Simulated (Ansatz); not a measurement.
Cost and result for the atomization energy of CH₈GaNSi (`N[SiH2][CH2][GaH2]`) (12 atoms, 11 bonds).

```xyz
12

N    -2.196   -0.787   -0.006
Si   -0.762   -0.016   -0.571
C     0.550   -0.017    0.746
Ga    2.314    0.559    0.096
H    -2.645   -0.453    0.832
H    -2.882   -1.098   -0.675
H    -0.336   -0.788   -1.773
H    -0.946    1.401   -1.017
H     0.630   -1.031    1.149
H     0.235    0.662    1.545
H     3.331   -0.513   -0.438
H     2.707    2.081    0.111
```

Total charge 0; spin multiplicity 1. Correlated methods include outer-core shells of Ga, which these sets cover unevenly. Scalar relativity is left out up to krypton. The geometry is a stationary point of PBE0-D4/def2-TZVP. It is one conformer, not always the lowest. Program: Ansatz. All runs use 4 threads of an Arm Neoverse V2 on a shared host. Times are those of one run each, without the atoms' runs, and a repeat can differ threefold. Electronic energies, without spin–orbit coupling; frozen cores. CCSD(T)/CBS adds CCSD(T) − MP2 in def2-TZVPP to the MP2 limit, and its time is that of the two runs behind it. T1 = 0.012. With those shells the extrapolation isn't a true limit. HSE06 is the plane-wave form, built on full-range PBE exchange.

CCSD(T)/CBS is a level of theory with its own doubt, some kJ/mol a heavy atom from the limit and from the frozen cores, so smaller differences don't rank the functionals.

| level | functions | wall time | atomization (kJ/mol) | difference from CCSD(T)/CBS | per bond |
| --- | --- | --- | --- | --- | --- |
| LDA (SPW92)/def2-TZVPP | 264 | 1.2 s | 4266.1 | 449.9 | 40.9 |
| revPBE-D4/def2-TZVPP | 264 | 2 s | 3733.0 | -83.2 | -7.6 |
| PBE-D4/def2-TZVPP (with forces) | 264 | 2.5 s | 3805.7 | -10.5 | -1.0 |
| PBE0-D4/def2-TZVPP | 264 | 3.3 s | 3777.0 | -39.2 | -3.6 |
| HSE06-D4/def2-TZVPP | 264 | 3.5 s | 3778.6 | -37.6 | -3.4 |
| CAM-B3LYP-D4/def2-TZVPP | 264 | 3.7 s | 3821.9 | 5.7 | 0.5 |
| B2PLYP/def2-TZVPP | 264 | 5 s | 3755.4 | -60.8 | -5.5 |
| CCSD(T)/def2-SVP | 118 | 6.5 s | 3557.3 | -258.9 | -23.5 |
| B97M-V/def2-TZVPP | 264 | 9.5 s | 3820.6 | 4.4 | 0.4 |
| ωB97M-V/def2-TZVPP (with forces) | 264 | 12 s | 3811.0 | -5.2 | -0.5 |
| MP2/def2-QZVPP | 513 | 25 s | 3785.7 | -30.5 | -2.8 |
| CCSD(T)/def2-TZVPP | 264 | 2.9 min | 3723.6 | -92.6 | -8.4 |
| CCSD(T)/CBS(def2) | – | 3.3 min | 3816.2 | 0.0 | 0.0 |

The D4 term adds +40.2 kJ/mol with B3LYP and +21.1 kJ/mol with PBE0; it sums over pairs of atoms, weighted by their polarisabilities, and B3LYP, whose exchange is more repulsive, gets the larger term. Leaving LDA and LC-ωPBE aside and taking each functional with its dispersion term where it has one, the values, not all of them listed here, spread over 96.1 kJ/mol, from BHLYP-D4 to ωB97X-V. LDA lies +485.3 kJ/mol from PBE without D4, its usual overbinding. In def2-TZVPP, CCSD(T) changes the Hartree–Fock value by +939.9 kJ/mol (the triples alone add +42.2 kJ/mol) and MP2 by +946.6 kJ/mol; breaking electron pairs costs correlation energy, which Hartree–Fock lacks.

B3LYP here is the variant with VWN-RPA as its local correlation; programs differ in this.
